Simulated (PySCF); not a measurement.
Isomers of C7H13B, from PySCF, PBE0-D3(BJ)/def2-SVP geometry optimisation, gas phase. One conformer each, no zero-point energy, no frequencies.

Question: Which is lower in electronic energy at this level?
A. `[BH2:1][C@@H:2]1[CH2:3][C@@H:4]2[CH2:5][CH2:6][CH2:7][C@H:8]12` with H–B1–C2–C3 152° and -33°, B1–C2–C3–C4 -127°, C2–C3–C4–C5 103°, C3–C4–C5–C6 -78°, C4–C5–C6–C7 -38°: A = 2994, B = 2153, C = 1728 MHz, dipole 0.91 D
B. `[BH2:1][C:2](=[CH2:3])[C:4](=[CH2:5])[CH2:6][CH2:7][CH3:8]` with B1–C2–C4–C5 16°, C2–C4–C6–C7 73°, C4–C6–C7–C8 -179°: A = 3325, B = 1222, C = 984.5 MHz, dipole 1.32 D

Answer: A. That is `B[C@@H]1C[C@@H]2CCC[C@@H]21`, 17.3 kcal/mol below the other.

```
                     SMILES                                                   mapped SMILES      E (Eh)  relative (kcal/mol)  relative (kJ/mol)  dipole (D)
B[C@@H]1C[C@@H]2CCC[C@@H]21  [BH2:1][C@@H:2]1[CH2:3][C@@H:4]2[CH2:5][CH2:6][CH2:7][C@H:8]12  -298.81055                  0.0                0.0        0.91
             BC(=C)C(=C)CCC      [BH2:1][C:2](=[CH2:3])[C:4](=[CH2:5])[CH2:6][CH2:7][CH3:8]  -298.78291                 17.3               72.6        1.32
```

As drawn, the lower has a four-membered ring, which the higher lacks; the higher has a C=C bond outside aromatic rings, which the lower lacks.
